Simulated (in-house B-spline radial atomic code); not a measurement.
# RPA and G0W0 on LC-wPBE: the tin ion Sn⁴⁺

Configuration [Kr] 4d10, mean-field start LC-wPBE. Computed with a B-spline radial code for spherical atoms: all electrons, scalar-relativistic (spin-free one-electron X2C), finite nucleus, each spin shell either full or empty, empty states to l = 9 with an (l + 1/2)⁻⁴ tail; G0W0 by contour deformation at full frequency.

Command:
```bash
python run_gw.py task.json out
```
Settings (radii: box in bohr, nucleus in fm):
```
Z                        50
electrons                46
configuration            [Kr] 4d10
hamiltonian              x2c
method                   lc_wpbe
lmax                     9
rms_radius               4.6519
spin_polarised           False
box_radius               11.96
intervals                68
```

Run time, properties included: 4.5 s on 1 thread of Arm Neoverse N1, with other jobs on the host.

Energies (hartree):

| term | value |
| --- | --- |
| mean-field total | -6172.69086 |
| Hartree-Fock functional on these orbitals | -6170.55961 |
| direct second order | -3.9865 |
| second-order exchange | 1.1092 |
| SOSEX correction | 1.0441 |

Problem. What is the RPA correlation energy, and what remains with SOSEX?

Solution. RPA gives -3.5668 hartree (-2.11 eV per electron); RPA + SOSEX gives -2.5227, and the second-order doubles -2.8774 hartree (no singles). RPA lacks exchange-type terms and so overcorrelates at short range.

Quasi-particle levels (eV):

```
level  occupied  mean field  Σx - vxc     Σc  QP weight    G0W0
   4d       yes      -72.98     -4.49      ?          ?       ?
   5s        no      -41.67      2.58  -1.86      0.983  -40.94
```

G0W0 = mean field + (Σx - vxc) + Σc, with Σc (partial-wave tail included) taken at the quasi-particle energy. Only the outer levels were computed. Levels of low weight are left out.

Problem. Where does G0W0 put 4d?

Solution. At -77.48 eV, with Σc = -0.01 eV and a quasi-particle weight of 0.960. The tabulated removal energy is 77.03 ± 0.04 eV (NIST, measured); the calculation leaves out spin-orbit coupling, Breit and QED terms, and what these don't explain is the method's own error.
